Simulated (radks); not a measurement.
Values are calculated unless marked as measured or tabulated.
Effect of the nuclear size on the scandium ion Sc+, [Ar] 3d1 4s1. Code: a radial shooting solver on a logarithmic mesh with Libxc functionals. Model: Dirac Kohn-Sham, relativistic LDA (MacDonald-Vosko exchange, VWN5 correlation), spin-unpolarised, spherical densities, finite nucleus; open shells are shared between the two j in proportion to 2j + 1; Fermi nuclear charge, rms radius 3.5459 fm. The rms radius is varied about that value; shifts are against it.

rms radius (fm)  total energy shift (eV)  density at nucleus (e/bohr^3)  1s1/2 shift (meV)  2s1/2 shift (meV)  3s1/2 shift (meV)
2.975                            -0.0114                           7224              -4.80             -0.390             -0.050
3.2303                          -0.00654                           7207              -2.76             -0.224             -0.029
3.5459                                 0                           7188              0.000              0.000              0.000
3.8863                           0.00772                           7170               3.25              0.264              0.034
4.2905                            0.0178                           7150               7.49              0.609              0.078

Slopes of the eigenvalues against <r^2> in GHz/fm^2, as finite differences over the two radii next to the reference (eigenvalue slopes, not the field-shift constants of lines): 1s1/2 311, 2s1/2 25.3, 3s1/2 3.24.
